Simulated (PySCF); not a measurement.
H4OSSiZn. Atoms are numbered in the order given.

```xyz
8

Zn    -0.2653     0.3502     0.1877
S     -1.8003     1.0353     1.5547
H     -0.9028     1.1506     2.5768
O      0.9922    -0.1013    -0.9915
Si     1.7062    -1.5308    -1.4517
H      0.7032    -2.5220    -1.9979
H      2.4189    -2.2085    -0.3026
H      2.7194    -1.2493    -2.5282
```

The structure is a stationary point at PBE-D3(BJ)/def2-SVP. One conformer was computed; it need not be the lowest.

Method: TDDFT-LC-ωPBE/def2-SVPD (PySCF 2.14.0).

Vertical excitations. The molecule is in vacuum.

Computed excitation energies, oscillator strengths and character:
```csv
state,energy (eV),λ (nm),f,main pairs
S1,5.66,219,0.038,HOMO→LUMO 89 %
S2,6.31,196,0.003,"HOMO→LUMO+1 51 %, HOMO→LUMO+5 24 %, HOMO→LUMO+3 14 %"
S3,6.51,190,0.007,HOMO−1→LUMO 78 %
S4,6.87,180,0.033,"HOMO−2→LUMO 53 %, HOMO→LUMO+1 12 %, HOMO→LUMO+3 9 %"
S5,6.91,179,0.005,"HOMO→LUMO+1 29 %, HOMO−2→LUMO 18 %, HOMO→LUMO+5 16 %, HOMO→LUMO+2 8 %"
S6,7.12,174,0.006,"HOMO→LUMO+2 56 %, HOMO−3→LUMO 22 %"
S7,7.72,161,0.148,"HOMO−3→LUMO 35 %, HOMO−1→LUMO+1 20 %, HOMO−3→LUMO+1 10 %, HOMO→LUMO+2 8 %"
S8,7.89,157,0.113,"HOMO−1→LUMO+1 46 %, HOMO−2→LUMO+1 16 %, HOMO−1→LUMO+2 7 %"
S9,7.92,156,0.021,HOMO−1→LUMO+2 71 %
S10,7.99,155,0.218,"HOMO−2→LUMO+1 52 %, HOMO−3→LUMO 13 %"
T1,5.22,238,0,HOMO→LUMO 86 %
T2,5.84,212,0,"HOMO→LUMO+5 36 %, HOMO→LUMO+1 26 %, HOMO→LUMO+3 18 %"
T3,6.11,203,0,HOMO−1→LUMO 73 %
T4,6.28,197,0,"HOMO−2→LUMO 53 %, HOMO−3→LUMO 12 %, HOMO→LUMO+2 10 %"
```
Triplets are in the Tamm–Dancoff approximation, which puts them higher than full response would, so one can lie above its singlet here.
